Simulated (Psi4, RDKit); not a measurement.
Internal rotation in C₁₀H₁₄S, SMILES CC(C)(C)/C=C\c1cccs1, singlet. Scanned: dihedral C5–C6–C7–S11; all other coordinates were relaxed at GFN2-xTB. Points at φ and −φ are mirror images. Heavy atoms are numbered in the order of the SMILES CC(C)(C)/C=C\c1cccs1, hydrogens after them in the order of the atoms that carry them; the mirror image has the same energies with the sign of each dihedral reversed.

Levels of theory: PBE/def2-SVP // GFN2-xTB (Psi4); MMFF94 // GFN2-xTB (RDKit); PBE-D3(BJ)/def2-SVP // GFN2-xTB (Psi4).

Energies relative to the lowest point of each profile, in kJ/mol:

```tsv
φ / °	PBE/def2-SVP	MMFF94
-150	6.8	6.3
-120	9.9	0.0
-90	13.8	7.6
-60	9.5	16.0
-30	3.7	35.1
0	0.0	44.4
30	3.7	35.1
60	9.5	16.0
90	13.8	7.6
120	9.9	0.0
150	6.8	6.3
180	5.5	17.0
```

Task: Predict the corresponding PBE-D3(BJ)/def2-SVP column.

Result: -150: 7.3; -120: 9.2; -90: 12.4; -60: 8.3; -30: 3.5; 0: 0.0; 30: 3.5; 60: 8.3; 90: 12.4; 120: 9.2; 150: 7.3; 180: 6.5 (kJ/mol).
